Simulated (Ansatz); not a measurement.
Ansatz results at the PBE0-D4/def2-TZVP geometry: LUMO energy (B3LYP/def2-TZVPP) -1.33 eV; HOMO–LUMO gap (B3LYP/def2-TZVPP) 6.12 eV; LUMO energy (ωB97M-V/def2-TZVPP) 1.15 eV.

Each molecule was computed in one conformer, which needn't be the lowest.

(1) Which molecule gave them?
A. `CNCF`
B. `[CH3][Ga]([CH3])[BH]Cl`
C. `OB/C=[N]/[GeH3]`
D. `O[SiH2]C1=NC1`

Answers

(1) D. The others give `CNCF`: 0.90, 7.93, 2.68; `[CH3][Ga]([CH3])[BH]Cl`: -1.98, 4.71, 0.15; `OB/C=[N]/[GeH3]`: -1.96, 4.59, 0.43.

B3LYP here is the variant with VWN-RPA as its local correlation; programs differ in this.
